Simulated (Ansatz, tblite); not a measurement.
Series BiH2X: gap (eV) at several levels, gas phase, relaxed structures; Ansatz, xTB through tblite. Core potentials for Bi, I in the def2 sets, no spin–orbit coupling. The structures are stationary points that may keep the symmetry of their start.

```tsv
species	state	geometry	GFN1-xTB	GFN2-xTB	PBE-D4/def2-SVP	PBE-D4/def2-TZVP	r2SCAN-D4/def2-TZVP	PBE0-D4/def2-TZVP
BiH2Br	singlet	r2SCAN-D4/def2-TZVP	5.04	5.45	3.62	3.69	4.18	5.57
BiH2F	singlet	PBE-D4/def2-TZVP	5.99	6.28	4.34	4.34	4.93	6.32
BiH2Cl	singlet	PBE0-D4/def2-TZVP	6.15	5.54	4.02	4.08	4.61	6.01
BiH2I	singlet	PBE-D4/def2-TZVP	4.78	5.08	3.06	3.13	3.56	4.89
BiH2Me (CH5Bi)	singlet	PBE-D4/def2-TZVP	7.00	6.92	5.38	5.19	5.74	6.91
BiH2(CF3) (CH2BiF3)	singlet	r2SCAN-D4/def2-SVP	6.57	5.93	5.02	4.99	5.47	6.85
BiH2(SiH3) (SiBiH5)	singlet	PBE-D4/def2-TZVP	5.06	4.35	5.22	5.04	5.55	6.68
BiH2(vinyl) (C2H5Bi)	singlet	PBE-D4/def2-TZVP	4.53	4.53	5.13	5.05	5.49	7.00
BiH2(OMe) (CH5BiO)	singlet	r2SCAN-D4/def2-TZVP	7.13	6.22	3.71	3.78	4.35	6.09
BiH2(SMe) (CH5BiS)	singlet	r2SCAN-D4/def2-TZVP	5.32	4.17	3.37	3.38	3.84	5.30
BiH2(OEt) (C2H7BiO)	singlet	PBE0-D4/def2-SVP	6.60	5.70	3.48	3.53	4.08	5.72
BiH2(NMe2) (C2H8BiN)	singlet	PBE-D4/def2-SVP	5.27	4.76	3.13	3.12	3.58	5.13
BiH2(iPr) (C3H9Bi)	singlet	PBE0-D4/def2-SVP	6.67	6.41	4.86	4.71	5.17	6.42
```

Over the 13 species that have every level, the mean is 5.86 at GFN1-xTB, 5.49 at GFN2-xTB, 4.18 at PBE-D4/def2-SVP, 4.16 at PBE-D4/def2-TZVP, 4.66 at r2SCAN-D4/def2-TZVP, 6.07 at PBE0-D4/def2-TZVP. Orbital gaps grow with the share of exact exchange and aren't one observable across functionals.
